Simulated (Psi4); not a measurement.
H$_{3}$Ge (SMILES [GeH3]), doublet, at a GFN2-xTB geometry, atoms displaced at random by about 0.03 Å a coordinate; Psi4 with TPSS/6-31G, gradient.

The Psi4 input:
```
memory 2 GB

molecule mol {
0 2
  Ge    0.013989    0.054803    0.063902
  H    -0.818957   -1.090885   -0.607792
  H    -0.591633    1.301527   -0.607897
  H     1.387219   -0.158018   -0.682699
symmetry c1
no_reorient
no_com
}

set basis 6-31g
set reference uks

gradient('tpss')
print_variables()
```

### Question
What does Psi4 print? Leave out banner, timings and long lists.

### Answer

```
gradient() will perform analytic gradient computation.

   => Loading Basis Set <=

    Name: 6-31G
    Role: ORBITAL
    Keyword: BASIS

         ---------------------------------------------------------
                                   SCF
               by Justin Turney, Rob Parrish, Andy Simmonett
                          and Daniel G. A. Smith
                              UKS Reference
         ---------------------------------------------------------

  ==> Geometry <==

    Molecular point group: c1
    Full point group: C1

    Geometry (in Angstrom), charge = 0, multiplicity = 2:

       Center              X                  Y                   Z               Mass
    ------------   -----------------  -----------------  -----------------  -----------------
         GE           0.013989000000     0.054803000000     0.063902000000    73.921177761000
         H           -0.818957000000    -1.090885000000    -0.607792000000     1.007825032230
         H           -0.591633000000     1.301527000000    -0.607897000000     1.007825032230
         H            1.387219000000    -0.158018000000    -0.682699000000     1.007825032230

  Running in c1 symmetry.

  Rotational constants: A =      3.78290  B =      3.60324  C =      2.73193 [cm^-1]
  Rotational constants: A = 113408.49205  B = 108022.26882  C =  81901.20658 [MHz]
  Nuclear repulsion =   33.186558724768325

  Charge       = 0
  Multiplicity = 2
  Electrons    = 35
  Nalpha       = 18
  Nbeta        = 17

  ==> Algorithm <==

  SCF Algorithm Type is DF.
  DIIS enabled.
  MOM disabled.
  Fractional occupation disabled.
  Guess Type is SAD.
  Energy threshold   = 1.00e-08
  Density threshold  = 1.00e-08
  Integral threshold = 1.00e-12

  ==> Primary Basis <==

  Basis Set: 6-31G
    Blend: 6-31G
    Number of shells: 17
    Number of basis functions: 35
    Number of Cartesian functions: 35
    Spherical Harmonics?: false
    Max angular momentum: 2

  ==> DFT Potential <==

   => LibXC <=

    Version 7.1.2
    S. Lehtola, C. Steigemann, M. J. T. Oliveira, and M. A. L. Marques,  SoftwareX 7, 1–5 (2018) (10.1016/j.softx.2017.11.002)

   => Composite Functional: TPSS <=

    TPSS Meta-GGA XC Functional

    J. Tao, et al., Phys. Rev. Lett., 91, 146401, 2003

    Deriv               =              1
    GGA                 =           TRUE
    Meta                =           TRUE

    Exchange Hybrid     =          FALSE
    MP2 Hybrid          =          FALSE

   => Exchange Functionals <=

[...]
  @DF-UKS Final Energy: -2078.34876913653716
    Total Energy =                      -2078.3487691365371575
[...]

    Gradient:                    1
    J tasked:                  Yes
    K tasked:                   No
    wK tasked:                  No
    Integrals threads:           1
    Schwarz Cutoff:          1E-12
    Fitting Condition:       1E-10

   => Auxiliary Basis Set <=

  Basis Set: (6-31G AUX)
    Blend: CC-PVDZ-JKFIT
    Number of shells: 74
    Number of basis functions: 284
    Number of Cartesian functions: 284
    Spherical Harmonics?: false
    Max angular momentum: 3

  ==> DFT Potential <==

   => LibXC <=

    Version 7.1.2
    S. Lehtola, C. Steigemann, M. J. T. Oliveira, and M. A. L. Marques,  SoftwareX 7, 1–5 (2018) (10.1016/j.softx.2017.11.002)

   => Composite Functional: TPSS <=

    TPSS Meta-GGA XC Functional

    J. Tao, et al., Phys. Rev. Lett., 91, 146401, 2003

    Deriv               =              1
    GGA                 =           TRUE
    Meta                =           TRUE

    Exchange Hybrid     =          FALSE
    MP2 Hybrid          =          FALSE

   => Exchange Functionals <=

    1.0000   XC_MGGA_X_TPSS

   => Correlation Functionals <=

    1.0000   XC_MGGA_C_TPSS

   => LibXC Density Thresholds  <==

    XC_MGGA_C_TPSS:  1.00E-15
    XC_MGGA_X_TPSS:  1.00E-15

   => Molecular Quadrature <=

    Radial Scheme          =       TREUTLER
    Pruning Scheme         =           NONE
    Nuclear Scheme         =       TREUTLER

    Blocking Scheme        =         OCTREE
    BS radius alpha        =              1
    Pruning alpha          =              1
    Radial Points          =             75
    Spherical Points       =            302
    Total Points           =          87567
    Total Blocks           =            708
    Max Points             =            256
    Max Functions          =             35
    Weights Tolerance      =       1.00E-15

  -Total Gradient:
     Atom            X                  Y                   Z
    ------   -----------------  -----------------  -----------------
       1       -0.003805826258     0.009432398044     0.026589679247
       2        0.001997531539     0.001622602727    -0.010135938602
       3        0.001968268515    -0.008459704670    -0.005876204257
       4       -0.000155087964    -0.002612624312    -0.010588897279

  Variable Map:
  ----------------------------------------------------------------------------
[...]
  Array Variable Map:
  ----------------------------------------------------------------------------
[...]
[...]
```
